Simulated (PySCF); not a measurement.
**From computed data to an observable: chemical shift, span and skew from a shielding tensor**

N-methyl-N-silylethenamine (C3H9NSi), SMILES C=CN(C)[SiH3]. Atoms are numbered in the order given.

```xyz
14

C      1.7168    -1.2318     0.4252
C      1.3064     0.0429     0.3243
N      0.0320     0.4916     0.0187
C     -0.2467     1.8917     0.2619
Si    -1.2152    -0.6401    -0.4773
H      1.0418    -2.0854     0.3146
H      2.7674    -1.4487     0.6193
H      2.0347     0.8502     0.4745
H     -1.2031     2.1757    -0.1984
H     -0.3077     2.1326     1.3390
H      0.5364     2.5296    -0.1830
H     -0.7193    -1.4782    -1.6087
H     -1.6403    -1.5601     0.6247
H     -2.3813     0.1882    -0.8996
```
Charge 0, spin multiplicity 1.

The structure is a stationary point at PBE0-D3(BJ)/def2-SVP. The values are those of a single conformer.

GIAO shieldings from PySCF with KT2/pcSseg-1, non-relativistic, no solvent. The symmetric part of the tensor of Si5 has the principal values 365.4, 379.3, 492.3 ppm. The same nucleus in TMS has σ = 361.9 ppm at this level (PySCF, at its B3LYP-D3(BJ)/def2-TZVP geometry).

Work out the isotropic shielding, the ²⁹Si shift against TMS, the span and the skew.


σ(iso) = (σ11 + σ22 + σ33)/3 = 412.3 ppm. δ = σ(ref) − σ(iso) = 361.9 − (412.3) = -50.4 ppm.
Span Ω = σ33 − σ11 = 126.9 ppm. Skew κ = 3(σ(iso) − σ22)/Ω = 0.78. Tumbling in solution averages the tensor to δ; in a static solid the shielding alone would spread this spin-1/2 line over Ω.
